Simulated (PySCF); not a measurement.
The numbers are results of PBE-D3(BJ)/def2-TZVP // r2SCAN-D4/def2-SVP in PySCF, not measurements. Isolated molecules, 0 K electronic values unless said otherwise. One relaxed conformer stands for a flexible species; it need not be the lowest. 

Reference species (SMILES): `[CH3][Sn]([CH3])([CH3])[CH3]` (neutral, multiplicity 1).

```json
{
  "LUMO": "-0.23 eV",
  "HOMO–LUMO gap": "6.25 eV"
}
```

Changed species: `C[O][Sn]([O]C)([O]C)[O]C` (4 of 4 CH3 replaced by OCH3; the reference has 0 of 4 CH3 replaced by OCH3).

Give the shifts of the LUMO and HOMO–LUMO gap.

the LUMO falls by 2.50 eV, to -2.73 eV; the HOMO–LUMO gap falls by 2.64 eV, to 3.61 eV.
